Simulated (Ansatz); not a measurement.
A run for Ansatz (a first-principles code): R-wB97X-V/def2-TZVPPD on H4OSi (SMILES O[SiH3]) with ghost functions, monomers drawn apart or pushed together. Files ending in .json are basis or fitting sets from the Basis Set Exchange.

Ansatz 0.2 input:
```yaml
crystal:
  periodic: [false, false, false]
  atoms:
    - {symbol: O, position_ang: [-0.06085569, 0.58244080, 5.01990345]}
    - {symbol: Si, position_ang: [0.34659919, -0.74899851, 5.89764767]}
    - {symbol: H, position_ang: [-0.09261626, 0.49187918, 4.05660507]}
    - {symbol: H, position_ang: [-0.60278611, -1.87124063, 5.67983197]}
    - {symbol: H, position_ang: [0.31007940, -0.34277495, 7.31756538]}
    - {symbol: H, position_ang: [1.70652355, -1.24384023, 5.56029204]}
basis:
  gaussian:
    orbitals: def2-TZVPPD.json
    ghost_atoms:
      - {symbol: P, position_ang: [-0.24764424, 0.17427799, -0.36627793]}
      - {symbol: H, position_ang: [0.82048349, -0.50433316, -0.99940564]}
      - {symbol: H, position_ang: [-1.26217927, -0.59182909, -0.98737294]}
      - {symbol: H, position_ang: [-0.29698101, 1.22822421, -1.30892415]}
hamiltonian:
  xc: {name: wB97X-V}
scf: {lower_state_search: off}
```

The head of its log:

```
WARN ansatz: RAYON_NUM_THREADS=1 ignored (pool sized by the plan → 1); use --threads N
Functional definition: wB97X-V
these checks for a lower state are left out or cut short: stability, starts, cluster_reference, orbital_swaps, neighbouring_geometries, increment
integrals: 0.22 GiB planned
1202 factors; their error is unknown
integrals: 0.25 GiB planned
364 factors; integrals over basis functions are off by at most 3.8e-5 eV
mean field: 1.53 GiB planned
mean field evaluation 1: about -9986.7104 eV, gradient 4.5e1 eV
mean field evaluation 2: about -9985.6272 eV, gradient 5.3e1 eV
```

Problem. Predict the final total energy.

Solution. -367.1266 hartree.
